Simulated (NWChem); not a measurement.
Molecule: AlIClF; SMILES [F][Al]([Cl])[I]

```xyz
4

Al    -0.4266    -1.0559     0.0000
Cl     1.0168    -2.5512     0.0000
F     -2.0168    -1.5108     0.0000
I      0.1400     1.3117     0.0000
```
Atoms are numbered in this order, from 1.

Level: PBE0/def2-SVP with def2 effective core potentials on I (NWChem), optimised geometry, unscaled harmonic frequencies. def2 effective core potentials on I; no spin-orbit coupling.

| frequency (cm⁻¹) | IR intensity (km/mol) |
|---|---|
| 116 | 3.0 |
| 179 | 15.6 |
| 212 | 45.4 |
| 325 | 29.5 |
| 587 | 199.2 |
| 897 | 116.5 |

```
Quantity                                                                           Result
-----------------------------------------------------------------------  ----------------
zero-point energy                                                            3.3 kcal/mol
thermal correction to the enthalpy at 298.15 K (with zero-point energy)      7.2 kcal/mol
heat capacity Cv                                                         14.8 cal/(mol K)
entropy at 298.15 K and 1 atm (symmetry number 1)                        80.3 cal/(mol K)
```

Rigid rotor and harmonic oscillator.
